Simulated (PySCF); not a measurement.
Ionising RbF

PBE0; PySCF, scalar-relativistic core potentials, basis sets Rb def2-SVP with ECP28, F def2-SVP. Neutral (UKS): singlet (closed shell), Re = 2.300 Å, ωe = 398 cm⁻¹, De = 4.33 eV, HOMO -5.55 eV, LUMO -1.11 eV.

RbF⁺ (UKS): doublet (π ↑), Re = 2.981 Å, ωe = 118 cm⁻¹, De = 0.19 eV to Rb⁺ + F. The energies at the minima are -123.78974 hartree for RbF and -123.48308 for RbF⁺.

(1) Work out the adiabatic ionisation energy, without and with harmonic zero-point energies (1 hartree = 27.2114 eV, 1 eV = 8065.5 cm⁻¹), and the change of the bond length.

Weak bonds: RbF⁺. Basis-set superposition, not corrected here, can be much of De in a small basis, most of all at correlated wavefunction levels. Spin–orbit coupling is left out. For an ion De counts to the pair picked by the measured ionisation energies or electron affinities, which need not be the lowest pair at this level. States were picked by a PBE0 search and need not be the measured ground states.

## Answers

(1) At PBE0: 0.30666 hartree = 8.345 eV between the minima; the zero-point term (118.0 − 398.0)/2 cm⁻¹ = -0.017 eV makes it 8.327 eV. Re changes by +68.1 pm against the neutral. Minus the HOMO energy is 5.55 eV, -2.79 eV from the value between the minima; self-interaction puts the Kohn–Sham level too high, less so with exact exchange. The electron leaves a π orbital, and the ion is left as a loose complex of an ion and an atom.
